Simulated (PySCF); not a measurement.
1,1,1-trifluoroethane, C2H3F3, SMILES CC(F)(F)F, singlet at its CAM-B3LYP/def2-SVP optimised geometry (Å):

```
8

C     -0.8131     0.1051     0.0000
C      0.6861     0.1051     0.0000
F      1.1781     0.7279     1.0776
F      1.1786     0.7266    -1.0780
F      1.1780    -1.1394     0.0001
H     -1.1785    -0.4121     0.8958
H     -1.1784    -0.4122    -0.8958
H     -1.1786     1.1394     0.0000
```

Calculation: CAM-B3LYP/def2-TZVP (PySCF). Cells within 0.4 Å of a nucleus heavier than hydrogen are left out (blank, or x).

Map of the electron localisation function on the plane z = 0.0 Å:

```
|000000000000000000000000000|
|000000000000000000000000000|
|000000000000000000000000000|
|000000011110000000000000000|
|000001478861000000000000000|
|000015899995000000000000000|
|000038999997100000000000000|
|000169999998200000000000000|
|000159999998300000000000000|
|000048999998411110000000000|
|000025899997554222100000000|
|000002578845787213200000000|
|000001354xxx897xx1210000000|
|000001344xxx896xx1310000000|
|0000013564x37871x6521000000|
|000001356654543588765310000|
|00000124555311257xx87531000|
|0000001233310037xxx88641000|
|00000001111000588xx88631000|
|000000000000015788877521000|
|000000000000014677764210000|
|000000000000002455432100000|
|000000000000001122110000000|
|000000000000000000000000000|
|000000000000000000000000000|
|000000000000000000000000000|
|000000000000000000000000000|
```
Scale: ten equal steps from 0.000 (start of '0') to 1.000 (end of '9'), in the order '0123456789'; x runs from -3.50 to 3.50, y from -3.50 (bottom) to 3.50 (top).
